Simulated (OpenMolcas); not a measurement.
**Fe⁴⁺: Racah parameters, the spin-orbit constant, worked from levels**

```json
{
  "Program": "OpenMolcas 26.06",
  "Basis": "ANO-R2 [6s5p4d2f1g]",
  "Scalar Hamiltonian": "X2C, finite nucleus",
  "Active space": "10 electrons in 8 orbitals (RAS1 3p, at most 2 holes; RAS2 3d)",
  "State averaging": "2S+1 = 5 even, 5 roots; 2S+1 = 3 even, 45 roots; 2S+1 = 1 even, 44 roots",
  "Spin-orbit coupling": "state interaction with AMFI integrals over the reference wave functions, term energies averaged over their components"
}
```

Methods: RASSCF; MS-RASPT2, IPEA 0.25 Eh, imaginary shift 0.1 Eh (closed shells correlated: 3s). Measured levels: Corliss and Sugar, J. Phys. Chem. Ref. Data 11, 135 (1982).

**Racah parameters.** Above ⁵D, d4 has ³G at 9B + 4C, ³H at 4B + 4C and ³D at 16B + 4C. The first two fix B and C, and the third tests them; where it misses by thousands of cm-1, two parameters do not describe the configuration (Trees and configuration-interaction terms are left out) and B and C hang on the terms chosen. Term energies are centres of gravity, weighted by 2J + 1.

| Source | ³G | ³H | B | C | C/B | ³D from B, C | ³D found |
| --- | --- | --- | --- | --- | --- | --- | --- |
| RASSCF | 34297 | 28694 | 1121 | 6053 | 5.40 | 42148 | 41853 |
| MS-RASPT2 | 30160 | 24846 | 1063 | 5149 | 4.84 | 37604 | 37160 |
| measured | 29390 | 24478 | 982 | 5137 | 5.23 | 36260 | 35945 |

Energies in cm-1. From RASSCF to MS-RASPT2, B changes by -5.2 % and C by -14.9 %. Against the measured terms, MS-RASPT2 has B off by +8.2 % and C by +0.2 %.

**The spin-orbit constant.** For the Hund term ⁵D of d4, E(J) = (A/2) J(J+1) + constant and ζ = 2S·A = 4A. From J = 0 to J = 4 the energy changes by 10 A.

| Source | E(4) - E(0) | A | ζ |
| --- | --- | --- | --- |
| RASSCF | 1383.8 | 138.4 | 554 |
| MS-RASPT2 | 1382.0 | 138.2 | 553 |
| measured | 1282.8 | 128.3 | 513 |

All in cm-1. MS-RASPT2 is off by +7.7 % and RASSCF by +7.9 %. Both methods take the spin-orbit matrix elements from the reference wave functions, so the second can move ζ only through the term energies and any multistate remixing. Second-order mixing with other terms is absorbed into this ζ.

Term energies are means over components that CASPT2 splits; among the terms shown or strongly mixed into the levels shown the widest spread is 570 cm-1 (3d⁴ ³H, MS-RASPT2). Active for correlation alone: 3p; no level in the range computed is led by a configuration that opens it, so any true level of that kind is missing. Without dynamic correlation excited terms often stand tens of per cent too high (terms of higher spin than the ground term too low), and those without a measured partner can miss by more than the paired ones (holds for RASSCF). Computed and measured levels are paired by configuration, term and J; levels that our copy of the source lacks, or whose pairing is in doubt (as where it misses far off the trend of its configuration), stay unpaired and out of the deviations. Levels of configurations outside the active space are missing.
